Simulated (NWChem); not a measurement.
SiNH₃BrCl; SMILES N[SiH](Cl)Br

```xyz
7

Si     0.4754    -0.6097     0.4338
N      1.9068    -1.1133    -0.3559
Cl    -1.0241    -1.9205    -0.1184
Br    -0.2274     1.4759    -0.0581
H      0.6797    -0.6424     1.8924
H      1.8919    -1.3355    -1.3450
H      2.7921    -0.7000    -0.0828
```
Atoms are numbered in this order, from 1.

Program: NWChem. Structure relaxed at the B3LYP/6-31G* (spherical d) level. Ions are spin-unrestricted doublets at the neutral geometry; other ion states weren't tried.

For level PBE/def2-SVP:

```
Quantity                               Value
-------------------------------------  -----
vertical ionisation energy, ΔSCF (eV)   9.59
−ε(HOMO) (eV)                           6.45
```

Task: What are these values for level PBE0/def2-SVP?

Result: 
- vertical ionisation energy, ΔSCF (eV): 10.08
- −ε(HOMO) (eV): 7.93
